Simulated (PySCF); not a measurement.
**Dipole response of Co⁺ (cobalt, charge +1)**

[Ar] 3d8, high-spin 3F determinant. All numbers are calculated (PySCF 2.14, the non-relativistic Hamiltonian (point nucleus), in aug-cc-pwCVTZ (10s9p7d4f3g, 127 functions)). Coupled (time-dependent) response in atomic units; α is the mean over directions.

```json
{"method": "UHF", "mean α (bohr³)": "6.232", "C₆ (like pair)": "20.65", "S(−4)": "33.26"}
{"method": "PBE", "mean α (bohr³)": "9.445", "C₆ (like pair)": "31.64", "S(−4)": "114.2"}
```

S(−4) is the Cauchy moment in α(ω) = α(0) + S(−4) ω² + …

α(iu) at PBE:

```
u (hartree)  α(iu) (bohr³)
          0          9.445
     0.0500          9.173
      0.100          8.490
      0.200          6.846
      0.300          5.569
      0.500          4.100
      0.750          3.144
       1.00          2.535
       1.50          1.755
       2.00          1.286
       3.00         0.7810
       5.00         0.3838
```

For an ion, C₆ is the dispersion term alone; charge-induced terms of lower order in 1/R come first.
